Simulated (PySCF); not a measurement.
Radial density of Hg+ (mercury, charge +1)

UHF, [Xe] 4f14 5d10 6s1, 2S determinant. Calculation: PySCF 2.14, in def2-QZVPPD with the def2 core potential (60 electrons) (7s5p4d4f2g, 88 functions); scalar relativity through the core potential. This is the valence pseudo-density: the core potential removes the inner electrons and smooths the orbitals near the nucleus.

```json
{"r (bohr)": "0.0389", "4πr²ρ (e/bohr)": "1.207e-05", "4πr²(ρα − ρβ)": "0.0000"}
{"r (bohr)": "0.0654", "4πr²ρ (e/bohr)": "3.307e-05", "4πr²(ρα − ρβ)": "0.0000"}
{"r (bohr)": "0.110", "4πr²ρ (e/bohr)": "0.0001286", "4πr²(ρα − ρβ)": "0.0000"}
{"r (bohr)": "0.185", "4πr²ρ (e/bohr)": "0.001638", "4πr²(ρα − ρβ)": "0.0000"}
{"r (bohr)": "0.311", "4πr²ρ (e/bohr)": "0.06618", "4πr²(ρα − ρβ)": "0.0017"}
{"r (bohr)": "0.523", "4πr²ρ (e/bohr)": "2.976", "4πr²(ρα − ρβ)": "0.0469"}
{"r (bohr)": "0.880", "4πr²ρ (e/bohr)": "17.56", "4πr²(ρα − ρβ)": "-0.0466"}
{"r (bohr)": "1.48", "4πr²ρ (e/bohr)": "9.933", "4πr²(ρα − ρβ)": "0.1807"}
{"r (bohr)": "2.49", "4πr²ρ (e/bohr)": "1.735", "4πr²(ρα − ρβ)": "0.5123"}
{"r (bohr)": "4.19", "4πr²ρ (e/bohr)": "0.1243", "4πr²(ρα − ρβ)": "0.0935"}
{"r (bohr)": "7.04", "4πr²ρ (e/bohr)": "0.001004", "4πr²(ρα − ρβ)": "0.0009"}
```

Energies and moments cover only the electrons outside the core potential. Spin-orbit coupling, which splits the p, d and f shells strongly at this Z, is absent.

Where is the radial spin density 4πr²(ρα − ρβ) most negative, and why is it negative at all?

Around r = 0.880 bohr, down to -0.0466 e/bohr: exchange with the open shell polarises the paired shells in an unrestricted calculation.
